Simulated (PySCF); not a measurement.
A calculated (LDA, PySCF 2.14, ANO-RCC-VTZP, scalar relativity by spin-free X2C-1e) atom or ion has these occupied shells.

| shell | electrons | orbital energy (eV) | rms radius, mean of both spins (bohr) |
| --- | --- | --- | --- |
| 1s α | 1 | -7596.3 | 0.0649 |
| 1s β | 1 | -7596.2 | 0.0649 |
| 2s α | 1 | -925.24 | 0.277 |
| 2s β | 1 | -922.80 | 0.277 |
| 2p α | 3 | -797.55 | 0.250 |
| 2p β | 3 | -795.64 | 0.250 |
| 3s α | 1 | -131.25 | 0.830 |
| 3s β | 1 | -126.45 | 0.830 |
| 3p α | 3 | -94.681 | 0.877 |
| 3p β | 3 | -89.988 | 0.877 |
| 3d α | 5 | -36.553 | 1.10 |
| 3d β | 1 | -32.057 | 1.10 |
| 4s α | 1 | -24.331 | 2.72 |

Q: Name the element and its charge.

A: Co²⁺ (cobalt, charge +2), in [Ar] 3d6 4s1, high-spin 6D determinant (an excited configuration).
